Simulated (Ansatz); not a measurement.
# Energy profile

The step: SiH₂Cl₂ ([Cl][SiH2][Cl]) + HBr → SiHBrCl₂ ([Cl][SiH]([Cl])[Br]) + H₂; bonds formed: Si1–Br7, H2–H6; bonds broken: Si1–H2, H6–Br7 (atoms numbered as in the saddle structure below).

```json
{"atom": "Si1", "x (Å)": "-0.0299", "y (Å)": "-0.4705", "z (Å)": "0.0067"}
{"atom": "H2", "x (Å)": "-0.5568", "y (Å)": "0.9483", "z (Å)": "0.7276"}
{"atom": "Cl3", "x (Å)": "-1.1293", "y (Å)": "-0.6582", "z (Å)": "-1.6728"}
{"atom": "Cl4", "x (Å)": "-1.1500", "y (Å)": "-1.3284", "z (Å)": "1.5254"}
{"atom": "H5", "x (Å)": "1.2222", "y (Å)": "-1.2147", "z (Å)": "0.1397"}
{"atom": "H6", "x (Å)": "0.1167", "y (Å)": "1.3096", "z (Å)": "0.2241"}
{"atom": "Br7", "x (Å)": "1.5270", "y (Å)": "1.4137", "z (Å)": "-0.9505"}
```

Electronic energies by CCSD(T) at an estimated basis limit (MP2 extrapolated from triple and quadruple zeta, plus CCSD(T) − MP2 in triple zeta), on PBE0-D4/def2-TZVP structures; SiH3BrCl2, closed shell; no counterpoise correction. Program: Ansatz 0.2.0. Basis: def2-TZVPP and def2-QZVPP. Cores are frozen in the correlated methods. Filled d shells of the heavier atoms are correlated. The def2 sets are not built for correlating such inner shells, so the correlated values are less sure here. Extrapolation: Hartree–Fock as exp(−7.88 √X), correlation as X^−2.97.

Problem. Give the profile in eV, counted from the separated reactants. (An estimate is asked for; the value comes from the calculation.)

Solution. Computed:
| point | eV |
| --- | --- |
| separated: SiH2Cl2 (linked as [Cl][SiH2][Cl]; Si1, H2, Cl3, Cl4, H5; singlet) + HBr (H6, Br7; singlet) | 0.000 |
| start structure | -0.108 |
| saddle | 1.599 |
| end structure | -0.788 |
| separated: SiHBrCl2 (linked as [Cl][SiH]([Cl])[Br]; Si1, Cl3, Cl4, H5, Br7; singlet) + H2 (H2, H6; singlet) | -0.766 |

The T1 diagnostic stays at or below 0.010.

For scale, one of the runs: CCSD(T)/def2-TZVPP, 216 basis functions, launched by `ansatz run in.yaml --threads 4 --pin off --events-out ev --progress --plain --max-ram 9574MiB`. Hardware: 4 CPU threads of an Arm Neoverse V1, shared host. Wall time 110 s; peak host memory 2.9 GiB.
